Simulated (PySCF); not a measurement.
C3H8OSi.
SMILES with atom numbers: `[CH2:1]=[CH:2][CH2:3][O:4][SiH3:5]` (hydrogens: H6, H7 on C1; H8 on C2; H9, H10 on C3; H11, H12, H13 on Si5)

The same species was optimised twice, with GFN2-xTB and with PBE0-D3(BJ)/def2-SVP (PySCF), and the same property calculations (PySCF, gas phase) were run on both structures.

```
      coordinate  GFN2-xTB  PBE0-D3(BJ)/def2-SVP  change
      O4–Si5 (Å)     1.617                 1.665  +0.048
     Si5–H13 (Å)     1.453                 1.487  +0.034
     Si5–H12 (Å)     1.467                 1.498  +0.031
     Si5–H11 (Å)     1.467                 1.498  +0.031
       C1–H6 (Å)     1.078                 1.095  +0.017
       C1–H7 (Å)     1.077                 1.093  +0.016
       C2–H8 (Å)     1.081                 1.097  +0.016
       C1=C2 (Å)     1.319                 1.332  +0.013
      C3–H10 (Å)     1.097                 1.108  +0.011
       C3–H9 (Å)     1.100                 1.110  +0.010
       C3–O4 (Å)     1.400                 1.407  +0.007
       C2–C3 (Å)     1.498                 1.494  -0.004
  O4–Si5–H13 (°)      99.1                 106.6    +7.5
   C3–O4–Si5 (°)     129.8                 123.6    -6.2
 H12–Si5–H13 (°)     113.8                 110.3    -3.5
 H11–Si5–H13 (°)     113.6                 110.2    -3.4
   O4–C3–H10 (°)     110.2                 111.4    +1.2
   H9–C3–H10 (°)     107.9                 106.8    -1.1
    C1–C2–H8 (°)     121.2                 120.4    -0.8
   C2–C3–H10 (°)     110.5                 109.8    -0.7
 C1–C2–C3–O4 (°)      -129                  -131      -2
C2–C3–O4–Si5 (°)       176                   177      +1
```

Rotational constants: A = 19699, B = 1534, C = 1520 MHz (GFN2-xTB) against A = 19713, B = 1514, C = 1492 MHz (PBE0-D3(BJ)/def2-SVP). Point groups within 0.08 Å: C1 and C1.

On the GFN2-xTB structure: isotropic polarisability (au) 68.1 [PBE0/def2-SVPD]; HOMO (eV) -7.75 [PBE0/def2-SVPD]; LUMO (eV) -0.11 [PBE0/def2-SVPD]; dipole (D) 0.96 [PBE0/def2-SVPD]; C1s of C1 (eV) 290.35 [delta-SCF UKS SCAN, pcX-2 on the ionised atom, pcseg-1 elsewhere, spin-free X2C]; C1s of C2 (eV) 290.61 [delta-SCF UKS SCAN, pcX-2 on the ionised atom, pcseg-1 elsewhere, spin-free X2C]; C1s of C3 (eV) 292.43 [delta-SCF UKS SCAN, pcX-2 on the ionised atom, pcseg-1 elsewhere, spin-free X2C]; O1s of O4 (eV) 537.94 [delta-SCF UKS SCAN, pcX-2 on the ionised atom, pcseg-1 elsewhere, spin-free X2C]; Si1s of Si5 (eV) 1847.02 [delta-SCF UKS SCAN, pcX-2 on the ionised atom, pcseg-1 elsewhere, spin-free X2C]; Si2p of Si5 (eV) 107.39 [delta-SCF UKS SCAN, pcX-2 on the ionised atom, pcseg-1 elsewhere, spin-free X2C].

Q: What do these properties become on the PBE0-D3(BJ)/def2-SVP structure?

A: 
| property | level | on GFN2-xTB | on PBE0-D3(BJ)/def2-SVP | change |
| --- | --- | --- | --- | --- |
| isotropic polarisability (au) | PBE0/def2-SVPD | 68.1 | 70.2 | +2.1 |
| HOMO (eV) | PBE0/def2-SVPD | -7.75 | -7.70 | +0.05 |
| LUMO (eV) | PBE0/def2-SVPD | -0.11 | -0.19 | -0.08 |
| dipole (D) | PBE0/def2-SVPD | 0.96 | 0.95 | -0.01 |
| energy, GFN2-xTB geometry as zero (kcal/mol) | PBE0/def2-SVPD | 0.0 | -3.5 | -3.5 |
| C1s of C1 (eV) | delta-SCF UKS SCAN, pcX-2 on the ionised atom, pcseg-1 elsewhere, spin-free X2C | 290.35 | 290.43 | +0.08 |
| C1s of C2 (eV) | delta-SCF UKS SCAN, pcX-2 on the ionised atom, pcseg-1 elsewhere, spin-free X2C | 290.61 | 290.67 | +0.06 |
| C1s of C3 (eV) | delta-SCF UKS SCAN, pcX-2 on the ionised atom, pcseg-1 elsewhere, spin-free X2C | 292.43 | 292.47 | +0.04 |
| O1s of O4 (eV) | delta-SCF UKS SCAN, pcX-2 on the ionised atom, pcseg-1 elsewhere, spin-free X2C | 537.94 | 537.99 | +0.05 |
| Si1s of Si5 (eV) | delta-SCF UKS SCAN, pcX-2 on the ionised atom, pcseg-1 elsewhere, spin-free X2C | 1847.02 | 1847.30 | +0.28 |
| Si2p of Si5 (eV) | delta-SCF UKS SCAN, pcX-2 on the ionised atom, pcseg-1 elsewhere, spin-free X2C | 107.39 | 107.60 | +0.21 |

The heavy atoms differ by 0.054 Å rms after alignment. Among all bonds O4–Si5 changes most (+0.048 Å). Changes are differences of the printed values. Neither structure is proved a minimum here.

The values belong to the conformer `[CH2:1]=[CH:2][CH2:3][O:4][SiH3:5]`: C1–C2–C3–O4 -131°, C2–C3–O4–Si5 177°.
